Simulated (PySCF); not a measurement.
Mg(NMe2)(SH) (C₂H₇MgNS), SMILES C[N](C)[Mg][SH].

Coordinates come from a TPSSh-D3(BJ)/def2-SVP optimisation. The structure was generated by enumeration; whether it is a known compound was not checked. Other conformers were not sampled.

Two levels are set side by side: PBE/def2-TZVP (PySCF) and CAM-B3LYP/def2-TZVP (PySCF). Same geometry, gas phase. Differences are taken from unrounded values.

| quantity | CAM-B3LYP | PBE | PBE minus CAM-B3LYP |
|---|---|---|---|
| orbital gap (eV) | 6.55 | 2.47 | -4.09 |
| highest occupied level (eV) | -7.01 | -4.41 | 2.60 |
| lowest empty level (eV) | -0.45 | -1.94 | -1.49 |
| dipole moment (D) | 1.49 | 1.35 | -0.13 |
| mean polarisability (bohr³) | 79.3 | 87.4 | 8.1 |

Without exact exchange PBE keeps part of each electron's self-repulsion, which lifts occupied levels and narrows the gap. PBE's more diffuse valence density responds more strongly to a field. Differences between two approximate levels are no errors against the true value.

Rough cost on one machine, each run with all the roots and properties that it gave: CAM-B3LYP against PBE within a factor of 2.
